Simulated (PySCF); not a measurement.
Isomers C8H12OSi:

A. `CC#C[C@@]1([SiH3])C[C@H]1C(C)=O`
B. `InChI=1S/C8H12OSi/c1-5-6-8(7(2)9)10(3)4/h1,6,10H,2-4H3/b8-6-`
C. SMILES O(C)[SiH2]C1=CC=C(C)C=C1
D. `C=CCCC1=CC(=O)[SiH2]C1`

Spectrum 1. 1H NMR (500 MHz, computed): δ 6.29 (s, 1H), 5.84 (m, 1H), 5.32 (m, 1H), 5.24 (m, 1H), 4.06 (m, 2H), 2.62 (m, 2H), 2.47 (m, 2H), 1.65 (m, 2H). 13C{1H} NMR (computed): δ 234.7 (C), 185.3 (C), 149.8 (CH), 146.1 (CH), 122.5 (CH2), 41.8 (CH2), 36.9 (CH2), 14.7 (CH2).

Spectrum 2. 1H NMR (500 MHz, computed): δ 4.00 (s, 3H), 2.31 (s, 3H), 1.96 (s, 3H), 1.88 (m, 1H), 1.61 (m, 1H), 0.93 (m, 1H). 13C{1H} NMR (computed): δ 206.2 (C), 84.1 (C), 84.0 (C), 35.5 (CH3), 32.7 (CH), 25.1 (CH2), 10.8 (C), 4.9 (CH3).

Spectrum 3. 1H NMR (500 MHz, computed): δ 7.73 (d, 2H), 7.50 (d, 2H), 5.37 (s, 2H), 4.00 (s, 3H), 2.49 (s, 3H). 13C{1H} NMR (computed): δ 145.2 (C), 139.5 (CH), 133.4 (CH), 133.0 (C), 54.2 (CH3), 24.3 (CH3).

Spectrum 4. 1H NMR (500 MHz, computed): δ 6.82 (d, 1H), 5.03 (sept, 1H), 3.72 (d, 1H), 2.33 (s, 3H), 0.27 (d, 6H). 13C{1H} NMR (computed): δ 209.1 (C), 166.7 (C), 135.0 (CH), 106.8 (CH), 86.0 (C), 28.8 (CH3), -2.7 (CH3).

All values are calculated (PySCF 2.14.0 with density-fitted response routines): coordinates at the GFN2-xTB level, GIAO PBE0/pcSseg-1 shieldings. Fast rotation and ring inversion assumed for equivalent nuclei, non-relativistic, isolated molecule, one computed conformer.

Referencing at the same level of theory: 1H (σ = 31.72 ppm) and 13C (σ = 186.93 ppm) vs TMS. Where no couplings were computed, multiplicities follow the n + 1 count of equivalent neighbours, and m marks all less simple cases (inequivalent or close neighbours, rings, F or P nearby). Shifts are as computed. Against solution values, carbons near 30 ppm lie about +3 ppm off and those near 130 ppm about +5 ppm. Of 1309 compounds with measured shifts, 239 miss one by over three times the rms of a fit or turn the order of signals round; such compounds aren't used in these exercises.

Match each spectrum to its structure.

## Answers

1–D, 2–A, 3–C, 4–B.

- Spectrum 1 (D): 8 13C signals; δC 185.3 is a β carbon of a C=C–C=O unit; δC 149.8 is an α carbon of a C=C–C=O unit.
- Spectrum 2 (A): 8 13C signals; δC 206.2 is a ketone carbonyl carbon; δC 84.1 is an alkyne carbon.
- Spectrum 3 (C): 6 13C signals; δC 139.5 is an aromatic CH; δC 133.4 is an aromatic CH.
- Spectrum 4 (B): 7 13C signals; δC 209.1 is a ketone carbonyl carbon; δC 135.0 is a β carbon of a C=C–C=O unit.
